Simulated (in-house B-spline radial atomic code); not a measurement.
Configurations of the terbium ion Tb⁺, with energies counted from [Xe] 4f9 6s1. Method: Dirac-Hartree-Fock, average of configuration, Fermi nucleus of rms radius 5.06 fm. Calculated with a B-spline radial code for spherical atoms. Energies include first-order Breit, QED and recoil terms.

Occupations are held fixed; configurations that lie above the ionisation limit could autoionise.

| configuration | E - E(ref) (eV) | highest orbital | its <r> (bohr) |
| --- | --- | --- | --- |
| [Xe] 4f9 6d1 | 6.3955 | 6d5/2 | 8.25 |
| [Xe] 4f9 8s1 | 7.7095 | 8s1/2 | 14.03 |
| [Xe] 4f8 6s1 6d1 | 7.9989 | 6d5/2 | 7.577 |
| [Xe] 4f8 5g1 6s1 | 10.442 | 5g7/2 | 13.72 |
| [Kr] 4d10 4f9 5s2 5p5 6s1 6d1 | 31.217 | 6d5/2 | 7.69 |
| [Kr] 4d10 4f9 5s2 5p5 6s1 7d1 | 33.068 | 7d5/2 | 13.8 |
| [Kr] 4d10 4f9 5s2 5p5 6s1 8d1 | 33.973 | 8d5/2 | 21.36 |
| [Kr] 4d10 4f9 5s2 5p5 6s1 9g1 | 35.102 | 9g7/2 | 55.65 |
| [Kr] 4d9 4f9 5s2 5p6 6s1 8g1 | 165.29 | 8g7/2 | 42.92 |

Order these further configurations by energy, lowest first.
A. [Xe] 4f8 6s1 9g1
B. [Xe] 4f9 8d1
C. [Xe] 4f9 7p1
D. [Kr] 4d10 4f9 5s2 5p5 6s1 10d1
E. [Kr] 4d9 4f10 5s2 5p6 6s1

C (6.6695 eV), B (8.9052 eV), A (11.948 eV), D (34.809 eV), E (152.85 eV).

How far above the reference does [Xe] 4f9 8p1 lie?

8.193 eV; its least bound orbital is 8p3/2 with <r> = 16.46 bohr.

How far above the reference does [Xe] 4f9 8g1 lie?

9.7873 eV; its least bound orbital is 8g7/2 with <r> = 42.99 bohr.

How far above the reference does [Kr] 4d10 4f9 5s2 5p5 6s1 7g1 lie?

34.662 eV; its least bound orbital is 7g7/2 with <r> = 31.68 bohr.
